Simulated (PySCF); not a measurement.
# Assignment exercise: C6H11FO2Si

Geometry (Å), atoms numbered from 1 in this order:
```xyz
21

C    -1.650   -1.463    0.103
C    -0.933   -0.138   -0.128
Si   -2.150    1.290   -0.443
F    -1.266    2.607   -0.721
C     0.214   -0.279   -1.161
C     1.229   -0.306   -0.018
O     2.301    0.621   -0.195
C     3.360    0.474    0.575
O     3.534   -0.365    1.410
C     0.133    0.131    0.964
H    -2.314   -1.393    0.962
H    -0.935   -2.263    0.287
H    -2.248   -1.731   -0.766
H    -2.931    1.605    0.743
H    -2.917    1.090   -1.663
H     0.182   -1.163   -1.793
H     0.353    0.604   -1.781
H     1.651   -1.290    0.204
H     4.092    1.261    0.324
H     0.051   -0.458    1.875
H     0.235    1.183    1.224
```

[PySCF 2.14.0 with density-fitted response routines: shieldings: GIAO PBE0/pcSseg-1; GFN2-xTB structure; gas phase; a single conformation; relativity neglected; fast rotation and ring inversion assumed for equivalent nuclei]

Scale: 13C (186.93 ppm) and 1H (31.72 ppm) against TMS (reference shieldings calculated alike).

Question: Assign these signals to the numbered atoms. 13C{1H} NMR (computed): δ 164.8 (CH), 65.9 (CH), 37.9 (CH2), 23.1 (CH3), 19.2 (C).

Answer: 
| δ (ppm) | atoms | environment | reason |
| --- | --- | --- | --- |
| 164.8 | C8 | ester carbonyl carbon | it is a carbonyl in resonance with an O or N lone pair, the region of acids, esters and amides |
| 65.9 | C6 | sp3 CH bonded to O | pulled downfield by the heteroatom |
| 37.9 | C5/C10 | sp3 CH2 in a ring | a saturated carbon with 2 carbon neighbours and no heteroatom attached |
| 23.1 | C1 | methyl carbon | saturated and bonded to C and H only |
| 19.2 | C2 | fully substituted sp3 carbon bonded to Si | – |

Question: Assign these signals to the numbered atoms. 1H NMR (400 MHz, computed): δ 8.04 (s, 1H), 5.76 (m, 1H), 4.89 (m, 2H), 2.66 (m, 2H), 2.18 (m, 2H), 1.19 (s, 3H).

Answer: 
| δ (ppm) | atoms | environment | reason |
| --- | --- | --- | --- |
| 8.04 | H19 | hydrogen on an ester carbonyl carbon | – |
| 5.76 | H18 | hydrogen on an sp3 CH bonded to O | its carbon carries O, an electronegative neighbour |
| 4.89 | H14/H15 | hydrogen on a silicon bonded to C, F | – |
| 2.66 | H17/H21 | hydrogen on an sp3 CH2 in a ring | – |
| 2.18 | H16/H20 | hydrogen on an sp3 CH2 in a ring | – |
| 1.19 | H11/H12/H13 | hydrogen on a methyl carbon | – |

Splittings by 19F in the carbon and heteronuclear signals aren't shown, as no couplings were computed. Shifts are as computed. Against solution values, carbons near 30 ppm lie about +3 ppm off and those near 130 ppm about +5 ppm. Of 1211 compounds with measured shifts, 218 miss one by over three times the rms of a fit or turn the order of signals round; such compounds aren't used in these exercises. Multiplicities follow the n + 1 count of equivalent neighbours, as no J values were calculated; m marks all less simple cases, F and P coupling included.
